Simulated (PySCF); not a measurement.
Be: excitation energy

Be [He] 2s2 (1S) → Be [He] 2s1 2p1, s spin flipped, as a difference of total energies. Computed with PySCF 2.14 in cc-pVTZ (4s3p2d1f, 30 functions), with no relativity, point nucleus. Correlated levels: valence: 1s2 frozen. The calculations carry no spin-orbit coupling.

```tsv
method	excitation energy (eV)
UHF	3.490
LDA	3.303
PBE	3.222
PBE0	3.345
r2SCAN	3.120
BHandHLYP	3.453
PBEsol	3.231
TPSSh	3.328
TPSS	3.280
MP2 (valence)	3.657
SCS-MP2 (valence)	3.691
```

Question: How much does correlation contribute at MP2 (valence)?

Answer: 3.657 − (3.490) = 0.167 eV, measured against UHF.

The upper determinant mixes two multiplicities, so it lies between the two terms.

The basis was made for the ground configuration and has no added diffuse functions, so the excitation energy can come out too high.
